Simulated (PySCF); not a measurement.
Al(F)(GeH3)(H) (AlFGeH4), SMILES [F][AlH][GeH3].

Geometry: B3LYP-D3(BJ)/def2-SVP.

Method: B3LYP-D3(BJ)/def2-SVP in PySCF.

Frequencies are harmonic and unscaled.

A small imaginary wavenumber (i) marks a very flat motion, where grid noise or a shallow saddle decides the sign.

```tsv
mode	ν (cm⁻¹)	IR (km/mol)	Raman (Å⁴/amu)	depolarisation	moving atoms (share of kinetic energy)
1	11i	0.6	0.6	0.75	H 82 %, F 10 %, Al 8 %
2	143	11.1	0.8	0.68	F 58 %, Al 19 %, Ge 13 %, H 10 %
3	311	7.5	19.9	0.20	Al 51 %, Ge 25 %, H 19 %
4	340	58.8	2.7	0.74	H 96 %
5	426	19.7	6.6	0.42	H 76 %, Al 15 %
6	491	53.1	2.7	0.75	H 77 %, Al 18 %
7	670	237.5	12.0	0.68	H 90 %
8	796	165.4	11.0	0.75	H 92 %
9	851	68.3	5.2	0.47	F 51 %, Al 40 %, H 9 %
10	887	37.3	28.2	0.75	H 99 %
11	889	50.0	30.1	0.75	H 96 %
12	1948	224.1	249.1	0.24	H 96 %
13	2098	71.7	269.3	0.05	H 99 %
14	2101	114.1	155.4	0.67	H 98 %
15	2121	109.9	183.2	0.42	H 99 %
```
